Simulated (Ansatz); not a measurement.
Gas-phase electronic energies from Ansatz, PBE0-D4/def2-TZVP geometries. CBS: MP2 limit from def2 TZ/QZ plus the TZ coupled-cluster correction, frozen cores. This one scheme is used for every species, atoms too. Functionals use def2-TZVPP. No spin–orbit coupling; open shells (•) take unrestricted orbitals. Spin–orbit coupling would lower the free atoms: a little for C, O; strongly for Sn. def2 core potentials past Kr. For Sn outer-core shells are correlated without core-valence functions, so the limit isn't a true one: a few kJ/mol of doubt a bond, and 10 to 20 or more in all where bonds break to atoms. Each species was taken in one conformer, which may not be the lowest.

Consider the atomization: `CC(C)[O][Sn][O]C(C)C` → 6 C• + 14 H• + 2 O• + Sn•.

`CC(C)[O][Sn][O]C(C)C`:

Cartesian coordinates in Å:
```
C -2.556 1.617 -0.612
C -2.363 0.159 -0.240
C -2.778 -0.118 1.194
O -1.007 -0.186 -0.404
Sn -0.346 -1.587 -1.646
O 1.547 -1.288 -1.219
C 2.087 -0.343 -0.312
C 2.102 -0.922 1.090
C 3.478 0.024 -0.791
H -3.599 1.920 -0.492
H -1.933 2.248 0.026
H -2.264 1.790 -1.650
H -3.003 -0.451 -0.904
H -3.825 0.147 1.360
H -2.646 -1.175 1.435
H -2.157 0.467 1.878
H 1.461 0.559 -0.302
H 2.682 -1.848 1.109
H 2.549 -0.219 1.798
H 1.084 -1.136 1.423
H 3.438 0.431 -1.803
H 3.931 0.771 -0.135
H 4.118 -0.862 -0.804
```

| species | BHLYP-D4 energy (Eh) |
| --- | --- |
| `CC(C)[O][Sn][O]C(C)C` | -601.75359 |
| C• | -37.84774 |
| H• | -0.49854 |
| O• | -75.07712 |
| Sn• | -214.18811 |

Task: Work out ΔE.

Result: ΔE = 14 × (-0.49854) + 6 × (-37.84774) + 2 × (-75.07712) + (-214.18811) − (-601.75359) = 3.34524 Eh = +8782.9 kJ/mol. CCSD(T)/CBS gives +9059.2 kJ/mol.

Largest T1 diagnostic among the species: 0.015.

Leaving LDA and LC-ωPBE aside and taking each functional with its dispersion term where it has one, the values, not all of them listed here, spread over 447.7 kJ/mol, from BHLYP-D4 to PBE-D4. LDA lies +1176.8 kJ/mol from PBE without D4, its usual overbinding. The D4 term adds +89.9 kJ/mol with B3LYP and +48.7 kJ/mol with PBE0; it sums over pairs of atoms, weighted by their polarisabilities, and B3LYP, whose exchange is more repulsive, gets the larger term.

B3LYP here is the variant with VWN-RPA as its local correlation; programs differ in this.

For atomizations the MP2-based limit and the directly extrapolated one differ by several kJ/mol either way, and by 10 to 25 for some Ge, Se and Sn compounds, so smaller differences from it don't rank the levels.
